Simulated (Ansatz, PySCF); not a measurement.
(E)-1-bromo-1-fluoroprop-1-ene (C₃H₄BrF), SMILES C/C=C(\F)Br.

Coordinates come from a B3LYP-D3(BJ)/def2-SVP optimisation.

Vertical ionisation energy (IE) and electron affinity (EA) in eV. Rows of orbital energies are one-electron estimates. Where ΔSCF, EOM or ADC give a negative EA the extra electron is unbound and the value depends on the basis.

```csv
level,IE,EA
"−ε(HOMO), −ε(LUMO), PBE0/def2-TZVP (PySCF)",7.14,0.03
"−ε(HOMO), −ε(LUMO), PBE/def2-TZVP (PySCF)",5.96,1.08
"ΔSCF, PBE0/def2-SVPD (Ansatz), final states of multiplicity 2 and 2",9.31,-1.14
"ΔSCF, PBE/def2-SVPD (Ansatz), final states of multiplicity 2 and 2",9.08,-0.97
```

Problem. What vertical singlet–triplet gap does ΔSCF give with PBE0/def2-SVPD (Ansatz, a quantum-chemistry and plane-wave program) and with PBE/def2-SVPD (Ansatz)? (Estimate from the structure and the level; the computed values follow.)

Solution. 4.12 and 4.20 eV (triplet above singlet where positive).
